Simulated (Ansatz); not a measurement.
## Molecular dynamics of F4Ti

The input (input.yaml):

```yaml
crystal:
  periodic: [false, false, false]
  atoms:
    - { symbol: Ti, position_ang: [0.000396, 0.0, 0.000362] }
    - { symbol: F, position_ang: [0.000141, 0.0, 1.744558] }
    - { symbol: F, position_ang: [1.644913, 0.0, -0.580835] }
    - { symbol: F, position_ang: [-0.821775, 1.424114, -0.581143] }
    - { symbol: F, position_ang: [-0.821775, -1.424114, -0.581143] }
basis:
  gaussian: { orbitals: def2-SVP }
hamiltonian:
  xc: pbe
  dispersion: d4
md:
  timestep: 2.0
  n_steps: 250
  ensemble: nvt_langevin
  temperature: 400.0
  initial_velocities: maxwell_boltzmann
  seed: 638194
  friction: 0.02
```

Command:

```bash
$ ansatz run input.yaml --threads 2 --pin off --max-ram 3072MiB --backend cpu --events-out ev --progress --plain --runs-dir out
```

It starts from a relaxed structure.

Output, in part (one step line in 5, the closing report, with atoms numbered from 0):

```
md step     0: t =     0.00 fs  T =   320.0 K  F+E_penalty+E_count = -33963.66235479 eV  E_kin = 0.206816 eV  (27 SCF iters)
md step     5: t =    10.00 fs  T =   225.8 K  F+E_penalty+E_count = -33963.47727589 eV  E_kin = 0.145906 eV  (26 SCF iters)
md step    10: t =    20.00 fs  T =   740.8 K  F+E_penalty+E_count = -33963.59086915 eV  E_kin = 0.478764 eV  (26 SCF iters)
md step    15: t =    30.00 fs  T =   244.2 K  F+E_penalty+E_count = -33963.32052777 eV  E_kin = 0.157801 eV  (28 SCF iters)
md step    20: t =    40.00 fs  T =   547.0 K  F+E_penalty+E_count = -33963.49431026 eV  E_kin = 0.353505 eV  (26 SCF iters)
md step    25: t =    50.00 fs  T =   242.3 K  F+E_penalty+E_count = -33963.37731877 eV  E_kin = 0.156591 eV  (26 SCF iters)
md step    30: t =    60.00 fs  T =   432.5 K  F+E_penalty+E_count = -33963.55151227 eV  E_kin = 0.279549 eV  (27 SCF iters)
md step    35: t =    70.00 fs  T =   334.7 K  F+E_penalty+E_count = -33963.51708385 eV  E_kin = 0.216335 eV  (27 SCF iters)
md step    40: t =    80.00 fs  T =   508.9 K  F+E_penalty+E_count = -33963.54054935 eV  E_kin = 0.328893 eV  (27 SCF iters)
md step    45: t =    90.00 fs  T =   544.6 K  F+E_penalty+E_count = -33963.59586460 eV  E_kin = 0.351981 eV  (26 SCF iters)
md step    50: t =   100.00 fs  T =   362.8 K  F+E_penalty+E_count = -33963.55665597 eV  E_kin = 0.234486 eV  (27 SCF iters)
md step    55: t =   110.00 fs  T =   304.5 K  F+E_penalty+E_count = -33963.56630565 eV  E_kin = 0.196771 eV  (26 SCF iters)
md step    60: t =   120.00 fs  T =   283.7 K  F+E_penalty+E_count = -33963.44325610 eV  E_kin = 0.183373 eV  (27 SCF iters)
md step    65: t =   130.00 fs  T =   442.5 K  F+E_penalty+E_count = -33963.52905095 eV  E_kin = 0.286008 eV  (29 SCF iters)
md step    70: t =   140.00 fs  T =   478.0 K  F+E_penalty+E_count = -33963.53380302 eV  E_kin = 0.308946 eV  (27 SCF iters)
md step    75: t =   150.00 fs  T =   632.3 K  F+E_penalty+E_count = -33963.60748186 eV  E_kin = 0.408656 eV  (26 SCF iters)
md step    80: t =   160.00 fs  T =   615.7 K  F+E_penalty+E_count = -33963.56330479 eV  E_kin = 0.397916 eV  (26 SCF iters)
md step    85: t =   170.00 fs  T =   644.7 K  F+E_penalty+E_count = -33963.51251190 eV  E_kin = 0.416672 eV  (26 SCF iters)
md step    90: t =   180.00 fs  T =   380.4 K  F+E_penalty+E_count = -33963.36884561 eV  E_kin = 0.245864 eV  (30 SCF iters)
md step    95: t =   190.00 fs  T =   206.7 K  F+E_penalty+E_count = -33963.40825736 eV  E_kin = 0.133621 eV  (30 SCF iters)
md step   100: t =   200.00 fs  T =   107.6 K  F+E_penalty+E_count = -33963.40043398 eV  E_kin = 0.069546 eV  (30 SCF iters)
md step   105: t =   210.00 fs  T =    98.5 K  F+E_penalty+E_count = -33963.46058058 eV  E_kin = 0.063646 eV  (30 SCF iters)
md step   110: t =   220.00 fs  T =   132.7 K  F+E_penalty+E_count = -33963.48898335 eV  E_kin = 0.085760 eV  (27 SCF iters)
md step   115: t =   230.00 fs  T =   203.1 K  F+E_penalty+E_count = -33963.52870738 eV  E_kin = 0.131294 eV  (27 SCF iters)
md step   120: t =   240.00 fs  T =   266.9 K  F+E_penalty+E_count = -33963.56976809 eV  E_kin = 0.172466 eV  (26 SCF iters)
md step   125: t =   250.00 fs  T =   293.3 K  F+E_penalty+E_count = -33963.59399018 eV  E_kin = 0.189532 eV  (26 SCF iters)
md step   130: t =   260.00 fs  T =   199.7 K  F+E_penalty+E_count = -33963.60912988 eV  E_kin = 0.129042 eV  (27 SCF iters)
md step   135: t =   270.00 fs  T =   242.2 K  F+E_penalty+E_count = -33963.60472504 eV  E_kin = 0.156531 eV  (28 SCF iters)
md step   140: t =   280.00 fs  T =   208.4 K  F+E_penalty+E_count = -33963.52328599 eV  E_kin = 0.134684 eV  (27 SCF iters)
md step   145: t =   290.00 fs  T =   320.2 K  F+E_penalty+E_count = -33963.47329281 eV  E_kin = 0.206955 eV  (28 SCF iters)
md step   150: t =   300.00 fs  T =   338.8 K  F+E_penalty+E_count = -33963.56252088 eV  E_kin = 0.218989 eV  (28 SCF iters)
md step   155: t =   310.00 fs  T =   339.9 K  F+E_penalty+E_count = -33963.55570918 eV  E_kin = 0.219657 eV  (26 SCF iters)
md step   160: t =   320.00 fs  T =   285.4 K  F+E_penalty+E_count = -33963.52566761 eV  E_kin = 0.184450 eV  (26 SCF iters)
md step   165: t =   330.00 fs  T =   534.4 K  F+E_penalty+E_count = -33963.61302094 eV  E_kin = 0.345382 eV  (27 SCF iters)
md step   170: t =   340.00 fs  T =   305.4 K  F+E_penalty+E_count = -33963.49485348 eV  E_kin = 0.197402 eV  (28 SCF iters)
md step   175: t =   350.00 fs  T =   296.8 K  F+E_penalty+E_count = -33963.49733640 eV  E_kin = 0.191827 eV  (28 SCF iters)
md step   180: t =   360.00 fs  T =   278.4 K  F+E_penalty+E_count = -33963.48526686 eV  E_kin = 0.179926 eV  (28 SCF iters)
md step   185: t =   370.00 fs  T =   396.3 K  F+E_penalty+E_count = -33963.47046230 eV  E_kin = 0.256104 eV  (28 SCF iters)
md step   190: t =   380.00 fs  T =   211.2 K  F+E_penalty+E_count = -33963.47034766 eV  E_kin = 0.136515 eV  (27 SCF iters)
md step   195: t =   390.00 fs  T =   266.1 K  F+E_penalty+E_count = -33963.50209003 eV  E_kin = 0.172012 eV  (28 SCF iters)
md step   200: t =   400.00 fs  T =   329.8 K  F+E_penalty+E_count = -33963.53851864 eV  E_kin = 0.213148 eV  (28 SCF iters)
md step   205: t =   410.00 fs  T =   357.5 K  F+E_penalty+E_count = -33963.56044417 eV  E_kin = 0.231045 eV  (26 SCF iters)
md step   210: t =   420.00 fs  T =   449.5 K  F+E_penalty+E_count = -33963.57156489 eV  E_kin = 0.290503 eV  (27 SCF iters)
md step   215: t =   430.00 fs  T =   359.6 K  F+E_penalty+E_count = -33963.51672281 eV  E_kin = 0.232424 eV  (28 SCF iters)
md step   220: t =   440.00 fs  T =   392.4 K  F+E_penalty+E_count = -33963.60579432 eV  E_kin = 0.253596 eV  (29 SCF iters)
md step   225: t =   450.00 fs  T =   185.2 K  F+E_penalty+E_count = -33963.56068185 eV  E_kin = 0.119691 eV  (26 SCF iters)
md step   230: t =   460.00 fs  T =   278.8 K  F+E_penalty+E_count = -33963.60159245 eV  E_kin = 0.180210 eV  (26 SCF iters)
md step   235: t =   470.00 fs  T =   254.3 K  F+E_penalty+E_count = -33963.54173794 eV  E_kin = 0.164325 eV  (28 SCF iters)
md step   240: t =   480.00 fs  T =   207.1 K  F+E_penalty+E_count = -33963.43147742 eV  E_kin = 0.133864 eV  (28 SCF iters)
md step   245: t =   490.00 fs  T =   442.8 K  F+E_penalty+E_count = -33963.50155413 eV  E_kin = 0.286208 eV  (27 SCF iters)
md step   250: t =   500.00 fs  T =   584.3 K  F+E_penalty+E_count = -33963.40415379 eV  E_kin = 0.377655 eV  (29 SCF iters)
Total energy: -33963.40425267 eV, -1248.1320850635 hartree
Atom 0 at     0.088063    -0.620480     0.348669 Å, force     0.780235    -2.359398    -1.075932 eV/Å
Atom 1 at     0.163686    -0.183247     1.967603 Å, force     0.508176     0.342260     2.400489 eV/Å
Atom 2 at     1.622321    -0.581787    -0.471503 Å, force     0.342610     0.233519    -0.087762 eV/Å
Atom 3 at    -0.949593     0.604760    -0.169814 Å, force    -1.450940     1.329025    -1.205704 eV/Å
Atom 4 at    -0.450834    -2.299784     0.233443 Å, force    -0.180081     0.454595    -0.031091 eV/Å
Dipole moment:    -0.029967     0.056509    -0.019033 e Å
```

All steps were run. The mean temperature of the second half is 20 % below the set value. A run of 0.5 ps of so small a system gives no equilibrium averages.

The same pairs are bonded in the first frame and the last. Pairs count as bonded within 1.25 times the sum of covalent radii (0.12 Å more for H–H).

Last frame:

```xyz
5
Properties=species:S:1:pos:R:3
Ti 0.088 -0.621 0.349
F 0.164 -0.183 1.968
F 1.622 -0.582 -0.471
F -0.950 0.605 -0.170
F -0.451 -2.300 0.233
```

Time of the run: 6.7 min on 2 threads of Arm Neoverse V1, on a shared host, peak memory 0.13 GiB.
